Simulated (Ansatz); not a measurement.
Input file for Ansatz (a program for electronic structure): R-CCSD(T)/aug-cc-pV(T+d)Z on H4OSi (SMILES O[SiH3]). Files ending in .json are basis or fitting sets from the Basis Set Exchange.

Ansatz 0.2 input:
```yaml
crystal:
  periodic: [false, false, false]
  atoms:
    - {symbol: O, position_ang: [0.66342640, 0.15262200, 3.24847556]}
    - {symbol: Si, position_ang: [-0.53798804, -0.89345540, 3.64609395]}
    - {symbol: H, position_ang: [0.68346707, 0.50457038, 2.34727139]}
    - {symbol: H, position_ang: [-1.88665240, -0.28611702, 3.49679748]}
    - {symbol: H, position_ang: [-0.32687563, -1.26234895, 5.06210685]}
    - {symbol: H, position_ang: [-0.51198889, -2.12471476, 2.81342671]}
basis:
  gaussian:
    orbitals: aug-cc-pV_T+d_Z.json
magnetization: {spin_polarized: false}
correlation: {method: ccsd_t, electrons: outside_noble_gas}
scf: {lower_state_search: off}
```

The head of its log:

```
WARN ansatz: RAYON_NUM_THREADS=1 ignored (pool sized by the plan → 1); use --threads N
Functional definition: HF
these checks for a lower state are left out or cut short: stability, starts, cluster_reference, orbital_swaps, neighbouring_geometries, increment
integrals: 0.75 GiB planned
1100 factors; integrals over basis functions are off by at most 1.2e-3 eV
mean field: 0.44 GiB planned
mean field evaluation 1: about -9962.7411 eV, gradient 3.5e1 eV
mean field evaluation 2: about -9962.7414 eV, gradient 3.5e1 eV
mean field evaluation 4: about -9965.1444 eV, gradient 2.4e0 eV
mean field evaluation 8: about -9965.1690 eV, gradient 8.4e-2 eV
mean field -9965.16906502 eV, -366.2132085052 hartree, gradient 2.1e-6 eV, S^2 0.000000; 0 other end points of the search recorded, 0 dependent functions left out
6 core orbitals not correlated
reference -9965.16906502 eV, -366.2132085052 hartree; 7, 7 occupied and 180, 180 virtual orbitals, 1100 factors
```

Question: Predict the final total energy.

Answer: -366.6349 hartree (reference determinant -366.2132, T1 diagnostic 0.011).
